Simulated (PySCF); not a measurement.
## Two-photon absorption: `C1CCC=C=C([SiH3])CC1`, C$_{8}$H$_{14}$Si

Geometry:
| atom | x (Å) | y (Å) | z (Å) |
| --- | --- | --- | --- |
| Si1 | 2.461 | 1.113 | 1.268 |
| C2 | 1.270 | 0.778 | -0.138 |
| C3 | 0.289 | 1.612 | -0.392 |
| C4 | -0.901 | 2.133 | -0.563 |
| C5 | -2.078 | 1.464 | 0.110 |
| C6 | -1.756 | 0.078 | 0.671 |
| C7 | -1.283 | -0.967 | -0.367 |
| C8 | 0.166 | -1.472 | -0.275 |
| C9 | 1.252 | -0.559 | -0.860 |
| H10 | 2.122 | 2.407 | 1.928 |
| H11 | 3.871 | 1.160 | 0.769 |
| H12 | 2.384 | 0.004 | 2.273 |
| H13 | -1.075 | 2.982 | -1.233 |
| H14 | -2.487 | 2.106 | 0.911 |
| H15 | -2.884 | 1.379 | -0.642 |
| H16 | -1.001 | 0.179 | 1.469 |
| H17 | -2.664 | -0.293 | 1.172 |
| H18 | -1.464 | -0.584 | -1.387 |
| H19 | -1.930 | -1.854 | -0.273 |
| H20 | 0.405 | -1.687 | 0.782 |
| H21 | 0.228 | -2.441 | -0.798 |
| H22 | 2.231 | -1.062 | -0.784 |
| H23 | 1.061 | -0.401 | -1.934 |

Computed, not measured: TDDFT CAM-B3LYP/def2-SVPD excited states, vertical, gas phase in PySCF 2.14.0. Geometry: PBE0-D3(BJ)/def2-SVP.

Give the one- and two-photon strengths of the lowest singlets.

δ for parallel linear polarisation; σ at the peak of a Lorentzian of half width 0.1 eV, single beam; Ω is circular over linear.
| state | E (eV) | f | photon λ (nm) | δ (au) | σ (GM) | Ω | main |
| --- | --- | --- | --- | --- | --- | --- | --- |
| S1 | 5.07 | 0.002 | 489 | 1.66 | 0.02 | 1.24 | HOMO→LUMO 0.79, HOMO−1→LUMO 0.13 |
| S2 | 5.83 | 0.011 | 425 | 6.87 | 0.09 | 0.38 | HOMO−1→LUMO 0.32, HOMO→LUMO+2 0.21 |
| S3 | 6.57 | 0.195 | 377 | 12.1 | 0.19 | 0.92 | HOMO−1→LUMO 0.28, HOMO→LUMO+1 0.21 |
| S4 | 6.71 | 0.211 | 370 | 12.3 | 0.20 | 1.40 | HOMO→LUMO+1 0.53, HOMO−1→LUMO 0.17 |
| S5 | 6.98 | 0.288 | 355 | 38.8 | 0.69 | 0.45 | HOMO→LUMO+2 0.43, HOMO−1→LUMO+2 0.28 |
| S6 | 7.10 | 0.133 | 349 | 18.6 | 0.34 | 1.50 | HOMO−1→LUMO+1 0.61 |

Among these, the strongest one-photon state is S5, the strongest two-photon state S5, with a dipole change of 1.4 D (relaxed, norm of the difference vector).
